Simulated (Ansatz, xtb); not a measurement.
## Ligand exchange: SiH(CH3)F2 + C2H2FN → SiHF3 + C3H5N

Species: SiH(CH3)F2, singlet; C2H2FN (fluoroacetonitrile) `N#CCF`, singlet; SiHF3 `F[SiH](F)F`, singlet; C3H5N (propanenitrile) `CCC#N`, singlet. The partners trade CH3 for F: Si–CH3 and C–F bonds give way to Si–F and C–CH3.

Shapes, held fixed at every level: PBE0-D4/def2-TZVP. Programs: Ansatz 0.2.0, xtb 6.7.1. The zero-point and thermal change to 298 K, harmonic and unscaled (PBE0-D4/def2-TZVP), is +5.0 kJ/mol.

```tsv
level	kind	ΔH(298 K) (kJ/mol)	less CCSD(T)/CBS estimate	CPU time (sum over the molecules)
GFN0-xTB	semi-empirical	-107.3	+110.4	0.14 s
PBE-D4/def2-TZVPP	GGA	-193.9	+23.8	14 s
r2SCAN-D4/def2-TZVPP	meta-GGA	-207.5	+10.2	27 s
PBE0-D4/def2-TZVPP	global hybrid	-202.4	+15.3	16 s
wB97M-V/def2-TZVPP	range-separated hybrid	-206.4	+11.3	58 s
B2PLYP/def2-TZVPP	double hybrid	-211.8	+5.9	27 s
MP2/def2-TZVPP	perturbation theory	-224.2	-6.5	–
CCSD(T)/CBS estimate	coupled cluster or CI	-217.7	0.0	6.8 min
```

The highest level, CCSD(T)/CBS estimate, gives ΔH(298 K) = -217.7 kJ/mol; the levels span -224.2 to -107.3. GFN0-xTB strays far from the other rows. The column of differences is taken from that level and isn't an error. No measured value is set beside it here. The CBS estimate extrapolates MP2 from def2-TZVPP and def2-QZVPP and adds CCSD(T) − MP2 in the triple-zeta set, cores frozen. Times are processor times on shared x86 and Arm servers, and rough.
